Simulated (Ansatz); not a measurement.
Reactions of `N[SiH](N)[SiH3]`.

Program: Ansatz. Geometries: PBE0-D4/def2-TZVP. ΔE: electronic, gas phase. CCSD(T)/CBS adds triple-zeta CCSD(T) − MP2 to the extrapolated MP2 energy (def2 sets, frozen cores). This one scheme is used for every species. For Ga outer-core shells are correlated without core-valence functions, which leaves a few kJ/mol of doubt a bond. Scalar relativity is left out up to krypton. One conformer a species, not always the lowest.

(1) Order these by ΔE at CCSD(T)/CBS, lowest first. (Best estimate.)
A. `N[SiH](N)[SiH3]` + `[SiH3][GaH][SH]` → `[SiH3][S][GaH][SiH3]` + `N[SiH2]N`
B. `N[SiH](N)[SiH3]` + `NN` → `NN[SiH3]` + `N[SiH2]N`
C. `N[SiH](N)[SiH3]` + `N[SiH3]` → `N[SiH](N)N[SiH3]` + SiH₄
D. `N[SiH](N)[SiH3]` + H₂ → `N[SiH2]N` + SiH₄
E. `N[SiH](N)[SiH3]` + HCl → `N[SiH]([SiH3])Cl` + NH₃
F. `N[SiH](N)[SiH3]` → `N[SiH3]` + `N[SiH]`

Largest T1 diagnostic: 0.015, for `N[SiH]`.

## Answers

(1) C (-0.97 eV), A (-0.72 eV), E (-0.58 eV), B (-0.49 eV), D (-0.29 eV), F (+1.74 eV).
